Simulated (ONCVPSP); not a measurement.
# What one change does to a pseudopotential (cerium, ONCV)

ONCVPSP 4.0.1 input, shortened (lines: element, Z, core and valence counts, functional; n l f; lmax; l rc ep ncon nbas qcut; lloc lpopt rc5 dvloc0; l nproj debl; icmod fcfact rcfact), PBE, scalar-relativistic:

```
  Ce 58.00    9    5        4      upf
    1    0    2.00
    2    0    2.00
    2    1    6.00
    3    0    2.00
    3    1    6.00
    3    2   10.00
    4    0    2.00
    4    1    6.00
    4    2   10.00
    4    3    1.00
    5    0    2.00
    5    1    6.00
    5    2    1.00
    6    0    2.00
    3
    0    2.85    0.00    3    6    5.00
    1    2.00    0.00    4    7    4.60
    2    2.50    0.00    5   10    3.90
    3    1.55    0.00    4    9    9.60
    4    5    1.10    0.00
    0    2    2.20
    1    2    1.50
    2    3    0.90
    3    2    2.40
    3    4.00    1.75
```

All-electron outer shells of the reference configuration (PBE, scalar-relativistic, ld1.x):

```json
{"shell": "4d", "level (eV)": "-110.49", "outermost node (bohr)": "0.31", "outermost maximum (bohr)": "0.66"}
{"shell": "5s", "level (eV)": "-40.59", "outermost node (bohr)": "0.75", "outermost maximum (bohr)": "1.37"}
{"shell": "5p", "level (eV)": "-23.22", "outermost node (bohr)": "0.81", "outermost maximum (bohr)": "1.55"}
{"shell": "4f", "level (eV)": "-5.38", "outermost node (bohr)": "–", "outermost maximum (bohr)": "0.71"}
{"shell": "6s", "level (eV)": "-3.74", "outermost node (bohr)": "1.82", "outermost maximum (bohr)": "3.72"}
{"shell": "5d", "level (eV)": "-3.06", "outermost node (bohr)": "0.92", "outermost maximum (bohr)": "2.15"}
```

Change: core correction Teter function, fcfact 2.9, rcfact 1.75.

Cutoffs: the cutoffs (Ha) at which the residual kinetic energy of the hardest occupied pseudo-wave falls to 1 and 0.1 mHa per electron; they do not see the model core or the augmentation charge, which bear on the density cutoff. Errors are all-electron minus pseudo energies relative to the spin-unpolarised reference configuration.

Question: Predict the effect on cutoff, ghosts and configuration errors.

Answer: The potential gets neither clearly harder nor softer (44 Ha and 105 Ha → 44 Ha and 105 Ha); both files keep a bound ghost (s); of the 4 tests that both files solve, the error grows in 0 and shrinks in 2 by more than 15 % and 0.3 meV (median size 41.0 → 35.0 meV). A model core, the more so a compact one, raises the density cutoff, which this test does not measure.

```tsv
quantity	base	changed
cutoff, loose	44 Ha	44 Ha
cutoff, tight	105 Ha	105 Ha
bound ghosts	s	s
GHOST(+) flags under 300 eV	p at 46.2 eV, d at 161.1 eV	p at 46.2 eV, d at 161.1 eV
error for 4f1 5s2 5p6 5d1 6s1, meV [ΔE 6.07 eV]	-4.3	-3.7
error for 4f1 5s2 5p6 5d1 6s0, meV [ΔE 17.15 eV]	-29	-24
error for 4f1 5s2 5p6 5d0 6s0, meV [ΔE 36.33 eV]	-92	-69
error for 4f1 5s2 5p5 5d1 6s2, meV [ΔE 27.86 eV]	-53	-46
s: phases at 2.89 bohr within 0.05 rad from the reference energy up to (Ha; the scan ends near 5)	2.5	2.5
p: phases at 2.03 bohr within 0.05 rad from the reference energy up to (Ha; the scan ends near 5)	1.6	1.6
d: phases at 2.54 bohr within 0.05 rad from the reference energy up to (Ha; the scan ends near 5)	to the end of the scan	to the end of the scan
f: phases at 1.57 bohr within 0.05 rad from the reference energy up to (Ha; the scan ends near 5)	to the end of the scan	to the end of the scan
rms error of d²Exc/dni dnj with the model core, mHa	4.68	5.36
```

 A true bound ghost makes a file unfit for plane-wave use even where its test errors are small: the radial tests pick states by their node count and pass the ghost by.
